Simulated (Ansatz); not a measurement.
Program: Ansatz. Geometries: PBE0-D4/def2-TZVP. ΔE: electronic, gas phase. CCSD(T)/CBS adds triple-zeta CCSD(T) − MP2 to the extrapolated MP2 energy (def2 sets, frozen cores). This one scheme is used for every species, atoms too. For atomizations the MP2-based limit and the directly extrapolated one differ by several kJ/mol either way, and by 10 to 25 for some Ge, Se and Sn compounds, so smaller differences from it don't rank the levels. DFT in def2-TZVPP. No spin–orbit coupling; open shells (•) take unrestricted orbitals. Spin–orbit coupling would lower the free atoms: a little for C, O, Si. One conformer a species, not always the lowest.

Reaction (atomization): `O=C=NC[SiH3]` → 2 C• + 5 H• + N• + O• + Si•

Task: What is ΔE at CCSD(T)/CBS? (Estimate.)

Result: Computed: +3876.2 kJ/mol.

Task: What do these levels give: BLYP-D4, r2SCANh, CCSD/def2-SVP, CCSD(T)/def2-SVP, CCSD/def2-TZVPP, MP2/CBS(def2)? (An estimate is asked.)

Result: Ansatz gave: BLYP-D4 3937.1, r2SCANh 3863.7, CCSD/def2-SVP 3608.3, CCSD(T)/def2-SVP 3667.6, CCSD/def2-TZVPP 3686.9, MP2/CBS(def2) 3971.4 kJ/mol.

Largest T1 diagnostic among the species: 0.015.

From r2SCAN to r2SCAN0 (25 % exact exchange), in def2-TZVPP and without D4, ΔE moves by −94.5 kJ/mol: exact exchange takes away binding that semilocal exchange gives to molecules. Leaving LDA and LC-ωPBE aside and taking each functional with its dispersion term where it has one, the values, not all of them listed here, spread over 276.6 kJ/mol, from BHLYP-D4 to PBE-D4. LDA lies +518.4 kJ/mol from PBE without D4, its usual overbinding.
